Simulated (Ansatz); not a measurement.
A nudged elastic band was laid between two geometries of C2H6OSn (10 atoms, charge 0, multiplicity 1).

Level of theory: Ansatz 0.2.0, RKS LDA/def2-mTZVP.

| Item | Value |
| --- | --- |
| movable images | 7 |
| climbing image | yes |
| spring | 5.0 eV/Å² |
| optimiser | quadratic models (default) |
| start path | through a guess of the saddle point |
| force threshold | 0.03 eV/Å |
| iteration limit | 60 |
| end points | relaxed |

First end point:

```xyz
10
Properties=species:S:1:pos:R:3
C 0.434 1.477 0.304
Sn -0.753 -0.080 -0.518
C 0.326 -1.866 0.198
O 1.311 -1.714 0.878
H -0.149 2.107 0.989
H 1.245 0.986 0.865
H 0.870 2.106 -0.483
H -2.371 -0.092 0.067
H -0.808 -0.069 -2.237
H -0.021 -2.907 -0.059
```

Last end point:

```xyz
10
Properties=species:S:1:pos:R:3
C 0.354 1.556 0.409
Sn -0.679 -0.107 -0.445
C 0.411 -1.969 0.017
O 0.961 -2.625 -0.829
H -0.187 2.487 0.187
H 0.425 1.445 1.500
H 1.368 1.629 -0.008
H -2.262 -0.193 0.229
H -0.766 0.026 -2.153
H 0.457 -2.299 1.097
```

(1) What changes between the two ends?

(2) Give the energies along the band, and the barrier.

(3) What is the geometry of the highest image?

## Answers

(1) No bond is made or broken. The dihedral C1–Sn2–C3–H10 goes from -179 to 67°.

(2) It converged. The highest image is number 3 of 0 to 8, 5.9 kJ/mol above the first end and 1.1 kJ/mol above the last; the last end lies 4.8 kJ/mol above the first. Beside the main top the profile has a ripple of under 15 meV (maxima at images 3, 6), which may be a very shallow well or noise. A vibrational analysis at the climbing image gives one clearly imaginary mode, 41i cm⁻¹, and a faint second one (33i cm⁻¹) that may be numerical noise or a soft torsion: probably a first-order saddle point.

| image | path coordinate (Å) | energy (kJ/mol) | dihedral C1–Sn2–C3–H10 (°) |
| --- | --- | --- | --- |
| 0 | 0.00 | 0.0 | -179 |
| 1 | 0.69 | 2.0 | -152 |
| 2 | 1.39 | 5.3 | -125 |
| 3 | 2.08 | 5.9 | -101 |
| 4 | 2.96 | 5.1 | -76 |
| 5 | 3.84 | 5.0 | -44 |
| 6 | 4.71 | 5.5 | -7 |
| 7 | 5.59 | 5.2 | 29 |
| 8 | 6.47 | 4.8 | 67 |

(3) 
```xyz
10
Properties=species:S:1:pos:R:3
C 0.427 1.552 0.308
Sn -0.690 -0.103 -0.459
C 0.334 -1.967 0.130
O 0.243 -2.407 1.248
H -0.257 2.307 0.719
H 1.097 1.211 1.110
H 1.026 2.009 -0.490
H -2.256 -0.147 0.242
H -0.816 -0.003 -2.174
H 0.975 -2.503 -0.630
```

Time of the run: 2.2 min on 2 threads of AMD EPYC 9R45 96-Core Processor (Zen 5), on a shared host, peak memory 0.23 GiB.
